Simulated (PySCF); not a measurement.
C₈H₁₀ (charge +1 and doublet state).
Atom-mapped SMILES: `[CH2:1]=[CH:2][CH2:3][C:4]#[C:5][CH2:6][CH:7][CH2+:8]` (hydrogens: H9, H10 on C1; H11 on C2; H12, H13 on C3; H14, H15 on C6; H16 on C7; H17, H18 on C8)

Geometry (GFN2-xTB, Å), atoms numbered from 1 in this order:
```xyz
18
C8H10 angstrom
C     -4.1144    1.1078    0.4690
C     -2.7792    1.0507    0.5191
C     -1.9811    0.2388   -0.4397
C     -0.5771    0.1878   -0.1822
C      0.6087    0.1591    0.0707
C      2.0098    0.0892    0.3396
C      2.7860   -0.8225   -0.5447
C      4.0647   -1.1325   -0.3047
H     -4.6827    0.5679   -0.2717
H     -4.6778    1.6967    1.1719
H     -2.2320    1.6044    1.2692
H     -2.3779   -0.7865   -0.4927
H     -2.1329    0.6299   -1.4591
H      2.1679   -0.1737    1.3960
H      2.4269    1.1071    0.2575
H      2.2708   -1.2306   -1.4034
H      4.6000   -0.7358    0.5434
H      4.6113   -1.7981   -0.9498
```

The hyperfine couplings belong to this conformer and change with its torsions.

Computed with UKS B3LYP, pcH-1 on C H, non-relativistic, mean-field spin-orbit, GIAO (PySCF). One conformer (not necessarily the lowest) at the GFN2-xTB geometry, without solvent, vibrations or thermal averaging. The geometry wasn't refined by DFT: couplings that depend on bond lengths, twists or pyramidal angles can differ widely from those at the functional's own minimum, by a factor of two or more for some ions and for spin on atoms past the first row. The SCF solution wasn't tested for stability.

Principal values of hyperfine tensors in MHz (contact and dipolar terms together), for some of the nuclei:

```tsv
atom	isotope	A1	A2	A3	alike by the symmetry of this geometry
H15	1H	150.23	153.28	162.71	none
H12	1H	116.07	119.32	127.65	none
H14	1H	109.54	112.79	120.83	none
C3	13C	-20.19	-18.43	-5.11	C6
H10	1H	-19.05	-13.37	-2.80	none
H18	1H	-18.74	-13.12	-2.62	none
H9	1H	-17.44	-13.13	-2.91	none
H17	1H	-17.21	-12.96	-2.78	none
```

(1) Give the isotropic coupling of each nucleus in MHz and in mT (g = 2.0040), and the anisotropic part.

(2) What spin density at the nucleus of H18 lies behind its contact coupling (g_N = 5.58569)?

(3) H13 (1H, g_N = 5.58569) isn't in the table. Its spin density at the nucleus is 0.03373 bohr⁻³. What is its contact coupling?

(4) Name the largest traceless tensor T of the table and describe it.

(5) In a single crystal, with the field along each principal axis of the tensor of H15 in turn, what first-order splitting does this nucleus give (isotropic g, quadrupole terms neglected)?

Results:

(1) a_iso = (A1 + A2 + A3)/3, Ti = Ai − a_iso; 1 mT corresponds to 28.049 MHz.

```
atom  a_iso (MHz)  a_iso (mT)     T1     T2    T3
 H15       155.41       5.541  -5.18  -2.13  7.31
 H12       121.01       4.314  -4.94  -1.70  6.63
 H14       114.39       4.078  -4.84  -1.60  6.44
  C3       -14.58      -0.520  -5.62  -3.85  9.47
 H10       -11.74      -0.419  -7.31  -1.63  8.94
 H18       -11.49      -0.410  -7.25  -1.63  8.88
  H9       -11.16      -0.398  -6.28  -1.97  8.25
 H17       -10.98      -0.392  -6.23  -1.98  8.21
```

(2) a_FC = (2μ0/3) gₑ μB g_N μN ρ(0)/(2S·h) = 800.24 MHz × g_N × ρ(0)/(2S), with ρ in bohr⁻³. With a_FC = -11.49 MHz and 2S = 1, ρ(0) = -0.002571 bohr⁻³. In magnitude that is 0.8 % of the 1/π = 0.318 of a free hydrogen atom.

(3) By the same relation, a_FC = 150.8 MHz. Its full tensor has the principal values 145.61, 148.73, 157.99 MHz.

(4) C3: -5.6, -3.9, 9.5 MHz, rhombic: the two smaller values differ by 19 % of the largest.

(5) 2 lines (I = 1/2), spaced by |A_i|/(g × 13.996): 5.36, 5.46, 5.80 mT along the axes of A1, A2 and A3.

On an Arm Neoverse V2 with one thread (shared host), this took 77 s (grids of density and orbitals included) and 0.98 GiB of memory at its peak.
